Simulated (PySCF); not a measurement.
H5P2, SMILES P[PH3+], charge +1.

Coordinates come from a PBE-D3(BJ)/def2-TZVP optimisation. The isomer is the one that the SMILES or the coordinates give; other isomers of the formula were not compared.

Level of theory: TDDFT-PBE/def2-SVPD (PySCF).

Vertical excitations. Gas-phase values at a fixed geometry. State labels are in the subgroup Cs.

Problem. Give excitation energies, oscillator strengths and character. (The exact figures need the calculation; the answer reports its results.)

Solution. 
```json
[
 {"state": "S1", "symmetry": "A'", "energy (eV)": "6.12", "λ (nm)": "203", "f": "0.072", "main pairs": "HOMO→LUMO 91 %"},
 {"state": "S2", "symmetry": "A\"", "energy (eV)": "6.53", "λ (nm)": "190", "f": "0.000", "main pairs": "HOMO→LUMO+1 99 %"},
 {"state": "S3", "symmetry": "A'", "energy (eV)": "6.86", "λ (nm)": "181", "f": "0.020", "main pairs": "HOMO→LUMO+2 76 %, HOMO→LUMO+3 18 %"},
 {"state": "S4", "symmetry": "A'", "energy (eV)": "6.91", "λ (nm)": "180", "f": "0.025", "main pairs": "HOMO→LUMO+3 81 %, HOMO→LUMO+2 16 %"},
 {"state": "S5", "symmetry": "A\"", "energy (eV)": "7.63", "λ (nm)": "162", "f": "0.038", "main pairs": "HOMO→LUMO+4 76 %, HOMO−1→LUMO 18 %"},
 {"state": "S6", "symmetry": "A\"", "energy (eV)": "7.96", "λ (nm)": "156", "f": "0.003", "main pairs": "HOMO−1→LUMO 79 %, HOMO→LUMO+4 14 %"},
 {"state": "S7", "symmetry": "A'", "energy (eV)": "8.49", "λ (nm)": "146", "f": "0.035", "main pairs": "HOMO→LUMO+5 93 %"},
 {"state": "S8", "symmetry": "A'", "energy (eV)": "8.61", "λ (nm)": "144", "f": "0.093", "main pairs": "HOMO−2→LUMO 61 %, HOMO−1→LUMO+1 23 %"},
 {"state": "S9", "symmetry": "A'", "energy (eV)": "9.02", "λ (nm)": "137", "f": "0.026", "main pairs": "HOMO−2→LUMO+2 43 %, HOMO−1→LUMO+1 42 %"},
 {"state": "S10", "symmetry": "A\"", "energy (eV)": "9.05", "λ (nm)": "137", "f": "0.003", "main pairs": "HOMO−1→LUMO+2 95 %"},
 {"state": "T1", "symmetry": "A'", "energy (eV)": "4.86", "λ (nm)": "255", "f": "0", "main pairs": "HOMO→LUMO 98 %"},
 {"state": "T2", "symmetry": "A\"", "energy (eV)": "6.17", "λ (nm)": "201", "f": "0", "main pairs": "HOMO→LUMO+1 55 %, HOMO→LUMO+4 43 %"},
 {"state": "T3", "symmetry": "A\"", "energy (eV)": "6.43", "λ (nm)": "193", "f": "0", "main pairs": "HOMO→LUMO+4 54 %, HOMO→LUMO+1 44 %"},
 {"state": "T4", "symmetry": "A'", "energy (eV)": "6.46", "λ (nm)": "192", "f": "0", "main pairs": "HOMO→LUMO+2 99 %"}
]
```
Triplets are in the Tamm–Dancoff approximation, which puts them higher than full response would, so one can lie above its singlet here.
